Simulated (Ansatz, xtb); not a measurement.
CH2FGaSe: which of two structures lies lower

We compare X, a singlet given by its coordinates, with Y, `FC[Se][Ga]`, a singlet. Both are isolated molecules in the gas phase, relaxed with r2SCAN-D4/def2-SVP; the shapes shown needn't be the lowest conformers.

X (Å):

```xyz
6

C    -1.7057    1.0635    3.6210
F    -2.8853    0.3735    3.7991
Ga   -1.3079    1.2379    1.6912
Se   -0.8485    1.4444   -0.3765
H    -1.7913    2.0682    4.0708
H    -0.8808    0.5243    4.1189
```

Close contacts (Å): C1–F2 1.38, C1–Ga3 1.98, Ga3–Se4 2.13, C1–H5 1.10, C1–H6 1.10.

Y (Å):

```yaml
atoms:
  - { symbol: C, position_ang: [-1.5294, 1.2243, 3.4207] }
  - { symbol: F, position_ang: [-2.5038, 0.3181, 2.9545] }
  - { symbol: Ga, position_ang: [-1.9822, 0.4910, 0.5267] }
  - { symbol: Se, position_ang: [-0.5106, 1.9394, 1.9143] }
  - { symbol: H, position_ang: [-2.0593, 2.0290, 3.9500] }
  - { symbol: H, position_ang: [-0.8729, 0.6721, 4.1082] }
```

Problem. Estimate which is lower in electronic energy at CCSD(T)/def2-SVP + ΔMP2/def2-TZVPP, and by roughly how much.

Solution. Too close to call at this level: CCSD(T)/def2-SVP + ΔMP2/def2-TZVPP gives E(Y) − E(X) = −0.14 kcal/mol.

Level by level:

| level | geometry | E(Y) − E(X) (kcal/mol) | departure from the last row (kcal/mol) | job, with rough time for the two |
| --- | --- | --- | --- | --- |
| r2SCAN-D4/def2-SVP | r2SCAN-D4/def2-SVP | +0.21 | +0.35 | optimisation, 52 s |
| HF/def2-SVP | r2SCAN-D4/def2-SVP | −1.01 | −0.87 | part of the CCSD(T) run |
| MP2/def2-SVP | r2SCAN-D4/def2-SVP | +4.73 | +4.87 | part of the CCSD(T) run |
| CCSD(T)/def2-SVP | r2SCAN-D4/def2-SVP | +1.26 | +1.40 | single point |
| CCSD(T)/def2-SVP + ΔMP2/def2-TZVPP | r2SCAN-D4/def2-SVP | −0.14 |  | single point, 31 s |

The largest departure from CCSD(T)/def2-SVP + ΔMP2/def2-TZVPP is that of MP2/def2-SVP, 4.87 kcal/mol. Levels run at GFN2-xTB geometries aren't shown. The last row adds to CCSD(T) the change of the MP2 difference between the two basis sets, here −1.40 kcal/mol.

With harmonic frequencies from r2SCAN-D4/def2-SVP (ideal gas, rigid rotor, one conformer each, 298.15 K, 1 atm): on the last row, ΔE + ΔZPE = +0.14, ΔH = +0.10, ΔG = +0.04 kcal/mol.

The correlated steps freeze 20 core orbitals; the filled d shell of Ga and Se is correlated, in a basis made for valence electrons. Programs: Ansatz 0.2.0; the last row on 2 threads of Arm Neoverse V1 on a shared host.
